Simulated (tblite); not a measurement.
Species: C3H8NOSi2 (doublet state).
Structure used (GFN2-xTB), in Å, numbered top down from 1:
```
atom  x, y, z in Å
O1     2.522    1.406    1.147
C2     2.569    0.205    1.012
N3     1.723   -0.445    0.204
Si4    0.545    0.591   -0.635
C5    -0.900    1.069    0.559
Si6   -2.054   -0.240   -0.241
C7    -0.674   -0.641   -1.510
H8     3.305   -0.428    1.541
H9     1.820   -1.443    0.091
H10   -0.674    0.920    1.612
H11   -1.249    2.092    0.458
H12   -2.388   -1.361    0.642
H13   -3.271    0.319   -0.828
H14   -0.929   -0.358   -2.527
H15   -0.349   -1.678   -1.549
```

All values are computed: GFN2-xTB (tblite) harmonic vibrations without scaling, gas phase. The method is semi-empirical: single wavenumbers can be off by several per cent or more. Modes of hydrogen on silicon can be 10 to 20 % off. One conformer, not necessarily the lowest. Open shells enter through the occupations alone, without spin polarisation, and single modes of such species can be off by tens of per cent.

Harmonic wavenumbers (cm⁻¹): 44.1, 60.5, 95.4, 162.8, 178.3, 285.9, 369.8, 434.9, 489.5, 549.6, 566.1, 596.7, 606.4, 659.5, 668.3, 701.0, 729.0, 741.2, 768.6, 787.0, 894.0, 926.8, 940.1, 1061.4, 1073.0, 1137.4, 1326.1, 1367.0, 1452.2, 1466.1, 1726.0, 2239.2, 2267.1, 2786.0, 2996.0, 3009.3, 3027.7, 3030.5, 3423.6.

A = 4237, B = 1073, C = 978.0 MHz; mass 130.014 u (most abundant isotopes); point group C1, symmetry number 1; spin multiplicity 2.

Problem. Zero-point energy?

Solution. Half the sum of the wavenumbers: 22822 cm⁻¹ = 65.25 kcal/mol.

Problem. What is S at 350 K and 1 bar for an ideal gas of classical rigid rotors and harmonic oscillators?

Solution. Translation 41.32, rotation 29.15, vibration 31.50, spin (R ln 2) 1.38: S = 103.3 cal/(mol K).

Problem. And Cp and H(350 K) − H(0)?

Solution. Cp = 40.52 cal/(mol K), of which vibrations give 32.57 (their classical limit is 39 R = 77.5); H(350 K) − H(0) = 8.50 kcal/mol without the zero-point energy, 5.71 from vibrations.

Problem. Blend soft modes into free rotors: weight 1/[1 + (100 cm⁻¹/ν̃)⁴] for the oscillator and the rest for a rotor with moment μB/(μ + B), μ = h/(8π²ν), B = 10⁻⁴⁴ kg m². What vibrational entropy results?

Solution. 28.42 cal/(mol K) in place of 31.50, which changes −T·S at 350 K by +1.08 kcal/mol.

Problem. How do the functions run with temperature in this model?

Solution. 
| T (K) | S (cal/(mol K)) | Cp (cal/(mol K)) | H − H(0) (kcal/mol) | G − H(0) (kcal/mol) | ln q(vib) |
| --- | --- | --- | --- | --- | --- |
| 150 | 78.0 | 21.4 | 2.23 | -9.46 | 2.98 |
| 250 | 91.3 | 31.5 | 4.88 | -17.94 | 5.29 |
| 298.15 | 97.2 | 36.1 | 6.51 | -22.47 | 6.42 |
| 400 | 109.0 | 44.3 | 10.62 | -32.98 | 8.81 |
| 600 | 129.2 | 55.2 | 20.66 | -56.87 | 13.38 |
| 900 | 153.7 | 65.2 | 38.85 | -99.45 | 19.67 |

q(vib) and H(0) count from the zero-point level.

Problem. Which modes carry the vibrational entropy at 350 K?

Solution. 44.1 cm⁻¹: 5.38; 60.5 cm⁻¹: 4.76; 95.4 cm⁻¹: 3.86; 162.8 cm⁻¹: 2.82; 178.3 cm⁻¹: 2.65; 285.9 cm⁻¹: 1.78 cal/(mol K); the other 33 give 10.25 together.

Problem. What must be added to the electronic energy to get the Gibbs energy at 350 K and 1 bar?

Solution. ZPE + [H(350 K) − H(0)] − T·S = 65.25 + 8.50 − 36.17 = 37.58 kcal/mol.

Hindered rotation and anharmonicity are outside this model. Other conformers, if any are populated, would add a mixing term that is left out. The structure is chiral; the term R ln 2 for an equal mix with its mirror image is left out.
